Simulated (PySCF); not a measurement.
Gas-phase reaction: Ga(OH)3 + 3 HOCl → GaCl3 + 3 H2O2

Energies from PySCF, thermal terms from the rigid-rotor harmonic-oscillator model, ideal gas at 1 bar. S°(298 K) at PBE0/def2-TZVP differs from the NASA 1993 table for H2O2 (-8 J/mol/K); whether the harmonic model or the table's entry is off was not settled. † marks an energy on the PBE0/def2-TZVP geometry and frequencies; other levels use their own. MP2 and CCSD(T) freeze the core. 6-31G* has spherical d functions here. All species are closed-shell singlets. B3LYP is the form with VWN-RPA correlation. Ga: all electrons, no relativistic terms. No R ln 2 is added for the mirror-image form of H2O2. Ga(OH)3: computed as isolated molecules; such fragments, hydroxides, amides, oligomers or adducts are transient or little studied in the gas. MP2 isn't extrapolated to the basis-set limit; its ΔH°(298 K) is 67.6 kJ in def2-SVP and 137.9 kJ in def2-TZVPP. CCSD(T) isn't extrapolated to the basis-set limit; its ΔH°(298 K) is 43.0 kJ in def2-SVP and 116.1 kJ in def2-TZVPP. The harmonic model lacks anharmonicity and excited electronic states, which grow with temperature; levels with a mode under 35 cm⁻¹ are left out. Internal rotation in H2O2 is treated as a harmonic vibration of one conformer, which makes the entropy rough.

| level | ΔE electronic, kJ | ΔH°(298 K), kJ | ΔS°(298 K), J/K | ΔG°(800 K), kJ |
|---|---|---|---|---|
| B3LYP/6-31G* | 46 | 55 | -18 | 72 |
| BLYP/def2-TZVP† | 103 | 113 | -19 | 131 |
| CCSD(T)/def2-SVP† | 33 | 43 | -19 | 60 |
| CCSD(T)/def2-TZVPP† | 106 | 116 | -19 | 133 |
| HF/6-31G* | 32 | 47 | -18 | 63 |
| MP2/def2-TZVPP† | 128 | 138 | -19 | 155 |
| PBE/def2-TZVP† | 88 | 98 | -19 | 116 |
| PBE0/def2-TZVP | 81 | 91 | -19 | 109 |
| r2SCAN/def2-TZVP† | 86 | 96 | -19 | 113 |
| LDA/def2-TZVP† | 108 | 118 | -19 | 136 |
| ωB97M-V/def2-TZVP† | 92 | 103 | -19 | 120 |
ΔH° is lowest at CCSD(T)/def2-SVP† and highest at MP2/def2-TZVPP†. No reference value is set beside these.
